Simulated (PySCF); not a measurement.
# Molecular orbitals of RbBr

B97-3 at R = 2.999 Å; PySCF, scalar-relativistic core potentials, basis sets Rb def2-SVP with ECP28, Br def2-SVP. State: ¹Σ⁺ (singlet), closed shell. Only the outer orbitals are listed, counted within each symmetry, core potentials removing the inner ones.

| orbital | occ. | ε (eV) | on Rb (%) | main shells (%) |
| --- | --- | --- | --- | --- |
| 7σ | 2 | -35.78 | 100 | 100 Rb s |
| 8σ | 2 | -18.43 | 73 | 74 Rb p, 26 Br s |
| 4π | 2 | -18.29 | 100 | 100 Rb p |
| 4π | 2 | -18.29 | 100 | 100 Rb p |
| 9σ | 2 | -17.21 | 27 | 73 Br s, 26 Rb p |
| 10σ | 2 | -5.67 | 7 | 93 Br p |
| 5π | 2 | -5.42 | 5 | 95 Br p |
| 5π | 2 | -5.42 | 5 | 95 Br p |
| 11σ | 0 | -1.13 | 99 | 79 Rb s, 19 Rb p |
| 6π | 0 | 0.10 | 100 | 83 Rb p, 17 Rb d |
| 6π | 0 | 0.10 | 100 | 83 Rb p, 17 Rb d |

Q: Which are the highest filled and the lowest empty level, where do they sit, and how wide is the gap?

A: Highest filled 5π at -5.42 eV (in %: 95 Br p); lowest empty 11σ at -1.13 eV (in %: 79 Rb s, 19 Rb p); the gap at B97-3 is 4.29 eV.

| Quantity | Value |
| --- | --- |
| bond order (Mayer) | 0.63 |
| ⟨S²⟩ | 0.000 |
| charge on Rb (Mulliken, basis-dependent) | 0.67 |
| charge on Rb (Löwdin, basis-dependent) | 0.47 |
| dipole moment (positive dipole means Rb(−)Br(+)) | -11.18 D |
